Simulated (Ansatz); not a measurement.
Two isomers of CH5NSeSi: A = `C=N[SiH2][SeH]`, B = `N[SiH2]C=[Se]`.

Calculated with Ansatz (gas phase, PBE0-D4/def2-TZVP geometries, no zero-point term in ΔE). CCSD(T)/CBS is the MP2 limit (def2-TZVPP, def2-QZVPP) plus CCSD(T) − MP2 in def2-TZVPP, frozen cores. DFT in def2-TZVPP. For Se outer-core shells are correlated without core-valence functions, which leaves a few kJ/mol of doubt a bond. Scalar relativity is left out up to krypton. Each species was taken in one conformer, which may not be the lowest.

A:

```xyz
9

C    -1.657   -0.389   -0.008
N    -0.825   -0.073    0.880
Si    0.806    0.458    0.627
Se    1.490    0.581   -1.555
H    -1.439   -0.367   -1.086
H    -2.667   -0.707    0.275
H     1.685   -0.472    1.371
H     0.914    1.841    1.145
H     1.693   -0.871   -1.649
```

B:

Z-matrix (Å, degrees):
```
Si
C 1 1.874
N 1 1.701 2 107.6
H 1 1.494 2 106.4 3 124.4
H 1 1.490 2 108.0 3 -121.9
Se 2 1.755 1 124.2 3 -7.1
H 2 1.091 1 118.4 3 173.8
H 3 1.005 1 123.7 2 167.6
H 3 1.009 1 118.0 2 14.8
```

Problem. Which isomer does CCSD(T)/CBS put lower? Give the gap. (Best estimate.)

Solution. Computed: A, by 45.8 kJ/mol.

Problem. Give E(B) − E(A) in kJ/mol with HF/def2-TZVPP, PBE0-D4, PBE-D4, MP2/def2-TZVPP, ωB97M-V, CCSD/def2-TZVPP, CCSD(T)/def2-TZVPP. (An estimate is asked.)

Solution. Computed: HF/def2-TZVPP 75.4, PBE0-D4 58.4, PBE-D4 55.7, MP2/def2-TZVPP 45.0, ωB97M-V 58.2, CCSD/def2-TZVPP 53.2, CCSD(T)/def2-TZVPP 48.9. None reverses the order clearly.

Largest T1 diagnostic: 0.014.

In def2-TZVPP, CCSD(T) changes the Hartree–Fock value by −26.5 kJ/mol (the triples alone add −4.3 kJ/mol) and MP2 by −30.4 kJ/mol.
